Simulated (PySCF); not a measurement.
A geometry optimisation, step by step.

Compound: CH4NSSi2 (charge -1).
Bonds: N1–C2 (triple), C2–Si3, Si3–S4, S4–Si5. Hydrogens: H6 on Si3; H7, H8, H9 on Si5.
Bond orders are those of one Lewis drawing.

Computed by this run: PBE0-D3(BJ)/def2-SVP geometry optimisation, gas phase in PySCF; density fitting, grid level 1; the optimiser is geomeTRIC in internal coordinates, started from a GFN2-xTB structure. The frame can shift and turn from step to step; on so coarse a grid that alone can change the energy by a few meV, and forces under 0.02 eV/Å are noise.

Step 0: E = -29161.0337 eV, largest atomic force 1.277 eV/Å
```
atom  x, y, z in Å  |  force x, y, z in eV/Å
N1      1.654    2.467   -0.178   -0.139   1.177   0.102
C2      1.643    1.309   -0.152   -0.059  -0.282  -0.010
Si3     2.014   -0.497   -0.377    0.186  -0.938  -0.846
S4      0.000   -1.262   -1.173    0.750  -0.240  -0.576
Si5    -1.476   -0.409    0.000    0.415  -0.196  -0.061
H6      1.791   -0.907    1.035   -0.140  -0.053   0.775
H7     -1.489    1.050   -0.062   -0.140   0.724   0.058
H8     -2.747   -0.922   -0.526   -0.784  -0.116  -0.122
H9     -1.377   -0.822    1.406   -0.087  -0.075   0.679
```

Step 1: E = -29161.1892 eV, largest atomic force 0.263 eV/Å
```
atom  x, y, z in Å  |  force x, y, z in eV/Å
N1      1.648    2.355   -0.053   -0.049   0.126   0.043
C2      1.690    1.190   -0.096    0.133   0.069  -0.032
Si3     2.014   -0.680   -0.297    0.025  -0.082   0.120
S4      0.046   -1.179   -1.335    0.056  -0.133  -0.015
Si5    -1.422   -0.330   -0.091   -0.239   0.060   0.091
H6      1.604   -0.976    1.165   -0.067  -0.009  -0.159
H7     -1.474    1.169   -0.111    0.042  -0.029   0.004
H8     -2.785   -0.788   -0.565    0.037   0.023   0.012
H9     -1.347   -0.739    1.355    0.062  -0.026  -0.065
```

Step 2: E = -29161.2026 eV, largest atomic force 0.088 eV/Å
```
atom  x, y, z in Å  |  force x, y, z in eV/Å
N1      1.728    2.388   -0.089   -0.015  -0.015   0.029
C2      1.740    1.221   -0.113    0.027   0.077  -0.033
Si3     2.002   -0.671   -0.272   -0.020  -0.053   0.055
S4      0.047   -1.174   -1.339    0.025  -0.037  -0.053
Si5    -1.435   -0.353   -0.087   -0.055   0.010   0.047
H6      1.508   -0.938    1.161   -0.006   0.019  -0.038
H7     -1.467    1.146   -0.057    0.020   0.004   0.003
H8     -2.798   -0.785   -0.575    0.010   0.015  -0.001
H9     -1.351   -0.812    1.341    0.013  -0.020  -0.009
```

Step 3: E = -29161.2074 eV, largest atomic force 0.055 eV/Å
```
atom  x, y, z in Å  |  force x, y, z in eV/Å
N1      1.777    2.405   -0.138    0.002  -0.033   0.022
C2      1.767    1.238   -0.136   -0.016   0.022  -0.036
Si3     1.984   -0.669   -0.242   -0.010  -0.004   0.006
S4      0.050   -1.165   -1.350   -0.009   0.008  -0.050
Si5    -1.436   -0.372   -0.080    0.051  -0.001   0.020
H6      1.424   -0.886    1.171    0.005   0.013   0.032
H7     -1.427    1.124    0.019    0.007   0.002   0.006
H8     -2.802   -0.750   -0.597   -0.011   0.005  -0.006
H9     -1.363   -0.903    1.323   -0.019  -0.013   0.005
```

Step 4: E = -29161.2122 eV, largest atomic force 0.123 eV/Å
```
atom  x, y, z in Å  |  force x, y, z in eV/Å
N1      1.842    2.422   -0.218    0.016  -0.031   0.012
C2      1.800    1.256   -0.176   -0.049  -0.039  -0.025
Si3     1.956   -0.665   -0.196    0.024   0.044  -0.034
S4      0.055   -1.145   -1.367   -0.046   0.035  -0.015
Si5    -1.433   -0.399   -0.067    0.121  -0.011  -0.016
H6      1.322   -0.801    1.193   -0.002   0.008   0.062
H7     -1.361    1.081    0.152   -0.002   0.002   0.010
H8     -2.802   -0.680   -0.636   -0.023  -0.001  -0.007
H9     -1.405   -1.049    1.286   -0.040  -0.007   0.014
```

Step 5: E = -29161.2148 eV, largest atomic force 0.125 eV/Å
```
atom  x, y, z in Å  |  force x, y, z in eV/Å
N1      1.901    2.428   -0.309    0.022  -0.015   0.001
C2      1.828    1.266   -0.224   -0.052  -0.064  -0.004
Si3     1.927   -0.658   -0.150    0.056   0.063  -0.039
S4      0.060   -1.123   -1.381   -0.066   0.028   0.014
Si5    -1.425   -0.426   -0.050    0.117  -0.001  -0.042
H6      1.228   -0.705    1.215   -0.011  -0.005   0.048
H7     -1.279    1.021    0.308   -0.011   0.001   0.007
H8     -2.792   -0.579   -0.673   -0.019  -0.004  -0.001
H9     -1.473   -1.203    1.234   -0.035  -0.003   0.017
```

Step 6: E = -29161.2163 eV, largest atomic force 0.052 eV/Å
```
atom  x, y, z in Å  |  force x, y, z in eV/Å
N1      1.876    2.420   -0.304    0.014  -0.002  -0.001
C2      1.812    1.258   -0.224   -0.021  -0.035  -0.001
Si3     1.933   -0.663   -0.160    0.025   0.038  -0.011
S4      0.057   -1.128   -1.379   -0.037   0.011   0.013
Si5    -1.419   -0.418   -0.049    0.044  -0.001  -0.027
H6      1.249   -0.722    1.215   -0.003  -0.009   0.012
H7     -1.269    1.031    0.302   -0.001  -0.002   0.007
H8     -2.787   -0.568   -0.671   -0.009   0.000   0.001
H9     -1.479   -1.187    1.240   -0.013  -0.001   0.006
```

Step 7: E = -29161.2167 eV, largest atomic force under 0.02 eV/Å
```
atom  x, y, z in Å  |  force x, y, z in eV/Å
N1      1.872    2.413   -0.310    0.008   0.002  -0.003
C2      1.808    1.251   -0.230   -0.004  -0.005   0.008
Si3     1.935   -0.666   -0.165    0.003   0.006  -0.001
S4      0.052   -1.129   -1.378   -0.003  -0.002   0.007
Si5    -1.416   -0.413   -0.045   -0.012   0.001  -0.009
H6      1.259   -0.729    1.216    0.001  -0.006  -0.013
H7     -1.255    1.031    0.317    0.003   0.001   0.005
H8     -2.785   -0.546   -0.672    0.001   0.004   0.004
H9     -1.495   -1.191    1.239    0.004   0.000   0.000
```

Step 8: E = -29161.2168 eV, largest atomic force under 0.02 eV/Å
```
atom  x, y, z in Å  |  force x, y, z in eV/Å
N1      1.874    2.409   -0.308    0.004   0.001  -0.002
C2      1.808    1.247   -0.230    0.001   0.006   0.008
Si3     1.936   -0.669   -0.171   -0.006  -0.007  -0.001
S4      0.047   -1.129   -1.377    0.008  -0.003   0.000
Si5    -1.418   -0.409   -0.044   -0.020   0.002   0.003
H6      1.266   -0.738    1.213    0.002  -0.004  -0.012
H7     -1.253    1.035    0.317    0.003   0.002   0.004
H8     -2.788   -0.540   -0.669    0.003   0.005   0.002
H9     -1.498   -1.184    1.241    0.006  -0.001  -0.001
```

Problem. Summarise the path.

Solution. The energy falls by 4.22 kcal/mol from step 0 to step 8; nine tenths of that is first reached at step 2. It falls at every step. The largest force goes from 1.277 to under 0.02 eV/Å. Among the bonds C2–Si3 changes most, from 1.857 to 1.922 Å; the atoms move by 0.318 Å rms after alignment.

What follows is the cost of the whole optimisation. On one thread, Intel Xeon Platinum 8488C (x86_64), shared host, this took 24 s wall and 0.49 GiB of memory at its peak.
